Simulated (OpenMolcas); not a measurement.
N+: input and output

Input:

```
&GATEWAY
Coord
1

N 0.0 0.0 0.0
Basis=ANO-L-VQZP
Group=XYZ
NoMove
AngMom=0.0 0.0 0.0
AMFI
&SEWARD
* reference wave functions (RASSCF and RASSI steps not shown): 4 electrons in 9 orbitals (RAS2 2s 2p; RAS3 3d, at most 2 electrons)
>>> COPY JOB001 $Project.JobIph
&CASPT2
Multistate=3 1 2 3
Frozen=0 0
IPEA=0.4
Sig2=0.3
MaxIter=60
WThr=0.0 0.3 0.05
PrWF=0.5
NoMix
>>> COPY JOB002 $Project.JobIph
&CASPT2
Multistate=6 1 2 3 4 5 6
Frozen=0 0
IPEA=0.4
Sig2=0.3
MaxIter=60
WThr=0.0 0.3 0.05
PrWF=0.5
NoMix
>>> COPY JOB003 $Project.JobIph
&CASPT2
Multistate=1 1
Frozen=0 0
IPEA=0.4
Sig2=0.3
MaxIter=60
WThr=0.0 0.3 0.05
PrWF=0.5
NoMix
...
```

Launched by
```bash
OMP_NUM_THREADS=1 MOLCAS_MEM=2252 MOLCAS_PROJECT=a pymolcas a.inp > a.log  # once for each step of the input, in one work folder
```

Output, cut to the results:

```
--- CASPT2 ---
Orbital specifications:
      -----------------------

      Symmetry species                           1   2
                                                ag  au
      Frozen orbitals                            0   0
      Inactive orbitals                          1   0
      Active orbitals                            6   3
      Secondary orbitals                        13  23
      Deleted orbitals                           0   0
      Number of basis functions                 20  26
Type of calculation                        MS-CASPT2
      Fock operator                              state-specific
      IPEA shift                                 0.40
      Real shift                                 0.00
      Imaginary shift                            0.00
      Sigma^2 regularizer                        0.30
      The input orbitals will be transformed to quasi-canonical
Reference energy:         -53.9589360304
      E2 (Non-variational):      -0.0352832898
      Shift correction:          -0.0000002528
      E2 (Variational):          -0.0352835425
      Total energy:             -53.9942195729
      Residual norm:              0.0000003877
      Reference weight:           0.99342
      Contributions to the CASPT2 correlation energy
      Active & Virtual Only:         -0.0274846962
      One Inactive Excited:          -0.0044757134
      Two Inactive Excited:          -0.0033228802
Reference energy:         -53.9589360304
      E2 (Non-variational):      -0.0352833851
      Shift correction:          -0.0000002528
      E2 (Variational):          -0.0352836379
      Total energy:             -53.9942196683
      Residual norm:              0.0000003877
      Reference weight:           0.99342
      Contributions to the CASPT2 correlation energy
      Active & Virtual Only:         -0.0274847906
      One Inactive Excited:          -0.0044757144
      Two Inactive Excited:          -0.0033228802
::    CASPT2 Root  1     Total energy:    -53.99421957
::    CASPT2 Root  2     Total energy:    -53.99421967
::    CASPT2 Root  3     Total energy:    -53.99422084
::    MS-CASPT2 Root  1     Total energy:    -53.99422084
::    MS-CASPT2 Root  2     Total energy:    -53.99421967
::    MS-CASPT2 Root  3     Total energy:    -53.99421957
--- CASPT2 ---
Orbital specifications:
      -----------------------

      Symmetry species                           1   2
                                                ag  au
      Frozen orbitals                            0   0
      Inactive orbitals                          1   0
      Active orbitals                            6   3
      Secondary orbitals                        13  23
      Deleted orbitals                           0   0
      Number of basis functions                 20  26
Type of calculation                        MS-CASPT2
      Fock operator                              state-specific
      IPEA shift                                 0.40
      Real shift                                 0.00
      Imaginary shift                            0.00
      Sigma^2 regularizer                        0.30
      The input orbitals will be transformed to quasi-canonical
Reference energy:         -53.8783722485
      E2 (Non-variational):      -0.0439730243
      Shift correction:          -0.0000102812
      E2 (Variational):          -0.0439833055
      Total energy:             -53.9223555540
      Residual norm:              0.0000006021
      Reference weight:           0.99080
      Contributions to the CASPT2 correlation energy
      Active & Virtual Only:         -0.0362602255
      One Inactive Excited:          -0.0043900849
      Two Inactive Excited:          -0.0033227139
Reference energy:         -53.8783722485
      E2 (Non-variational):      -0.0440441725
      Shift correction:          -0.0000145961
      E2 (Variational):          -0.0440587686
      Total energy:             -53.9224310171
      Residual norm:              0.0000006388
      Reference weight:           0.99073
      Contributions to the CASPT2 correlation energy
      Active & Virtual Only:         -0.0363313772
      One Inactive Excited:          -0.0043901570
      Two Inactive Excited:          -0.0033226383
::    CASPT2 Root  1     Total energy:    -53.92235555
::    CASPT2 Root  2     Total energy:    -53.92243102
::    CASPT2 Root  3     Total energy:    -53.92246806
::    CASPT2 Root  4     Total energy:    -53.92236092
::    CASPT2 Root  5     Total energy:    -53.92246997
::    CASPT2 Root  6     Total energy:    -53.84367775
::    MS-CASPT2 Root  1     Total energy:    -53.92247757
::    MS-CASPT2 Root  2     Total energy:    -53.92247081
::    MS-CASPT2 Root  3     Total energy:    -53.92243403
::    MS-CASPT2 Root  4     Total energy:    -53.92235711
::    MS-CASPT2 Root  5     Total energy:    -53.92235391
::    MS-CASPT2 Root  6     Total energy:    -53.84366984
--- CASPT2 ---
Orbital specifications:
      -----------------------

      Symmetry species                           1   2
                                                ag  au
      Frozen orbitals                            0   0
      Inactive orbitals                          1   0
      Active orbitals                            6   3
      Secondary orbitals                        13  23
      Deleted orbitals                           0   0
      Number of basis functions                 20  26
Type of calculation                        SS-CASPT2
      Fock operator                              state-specific
      IPEA shift                                 0.40
      Real shift                                 0.00
      Imaginary shift                            0.00
      Sigma^2 regularizer                        0.30
      The input orbitals will be transformed to quasi-canonical
Reference energy:         -53.7623218225
      E2 (Non-variational):      -0.0265118807
      Shift correction:          -0.0000016249
...
```

Levels above the lowest, from the spin-orbit matrix with the single-state CASPT2 energies, averaged by term, on its diagonal:

```json
{"Configuration": "2s² 2p²", "Term": "³P", "J": "0", "E (cm⁻¹)": "0.0", "Measured (cm⁻¹)": "0.0", "g": "", "Term weight %": "100"}
{"Configuration": "2s² 2p²", "Term": "³P", "J": "1", "E (cm⁻¹)": "45.0", "Measured (cm⁻¹)": "48.7", "g": "1.501", "Term weight %": "100"}
{"Configuration": "2s² 2p²", "Term": "³P", "J": "2", "E (cm⁻¹)": "134", "Measured (cm⁻¹)": "131", "g": "1.501", "Term weight %": "100"}
{"Configuration": "2s² 2p²", "Term": "¹D", "J": "2", "E (cm⁻¹)": "15850", "Measured (cm⁻¹)": "15316", "g": "1.000", "Term weight %": "100"}
{"Configuration": "2s² 2p²", "Term": "¹S", "J": "0", "E (cm⁻¹)": "33130", "Measured (cm⁻¹)": "32689", "g": "", "Term weight %": "100"}
{"Configuration": "2s 2p³", "Term": "⁵S°", "J": "2", "E (cm⁻¹)": "45170", "Measured (cm⁻¹)": "46785", "g": "2.002", "Term weight %": "100"}
{"Configuration": "2s 2p³", "Term": "³D°", "J": "1", "E (cm⁻¹)": "92350", "Measured (cm⁻¹)": "92251", "g": "0.499", "Term weight %": "100"}
{"Configuration": "2s 2p³", "Term": "³D°", "J": "2", "E (cm⁻¹)": "92350", "Measured (cm⁻¹)": "92250", "g": "1.167", "Term weight %": "100"}
{"Configuration": "2s 2p³", "Term": "³D°", "J": "3", "E (cm⁻¹)": "92350", "Measured (cm⁻¹)": "92236", "g": "1.334", "Term weight %": "100"}
{"Configuration": "2s 2p³", "Term": "³P°", "J": "0", "E (cm⁻¹)": "110550", "Measured (cm⁻¹)": "109223", "g": "", "Term weight %": "100"}
{"Configuration": "2s 2p³", "Term": "³P°", "J": "1", "E (cm⁻¹)": "110550", "Measured (cm⁻¹)": "109216", "g": "1.501", "Term weight %": "100"}
{"Configuration": "2s 2p³", "Term": "³P°", "J": "2", "E (cm⁻¹)": "110550", "Measured (cm⁻¹)": "109217", "g": "1.501", "Term weight %": "100"}
```

Against the 11 measured excited levels shown (NIST Handbook of Basic Atomic Spectroscopic Data) the mean absolute deviation is 630 cm-1; the largest miss in energy is 2s 2p³ ⁵S°₂: computed 45170, measured 46785 cm⁻¹ (-3.5 %), and the largest in proportion 2s² 2p² ³P₁ (-7.5 %).

CASPT2 does not keep the components of a term degenerate, so their means are used; among the terms shown or strongly mixed into the levels shown the widest spread is 25 cm-1 (2s² 2p² ¹D). Terms from blocks run as CI alone lack orbitals of their own. Active for correlation alone: 3d; no level in the range computed is led by a configuration that fills it, so any true level of that kind is missing. Measured partners are found by configuration, term and J. A level has none where our copy of the source lacks it or the pairing is in doubt (some pairs that miss far off the trend of their configuration count as doubtful), and it then counts in no deviation. Only configurations of the active space appear. The first state left out of the spin-orbit step lies near 180000 cm-1 above the lowest spin-free state of the reference (among the parities and spins computed), and the list stops at four fifths of that energy or lower.

The term weight is that of the spin-free term in the level, not the purity of its configuration. ° marks odd parity.
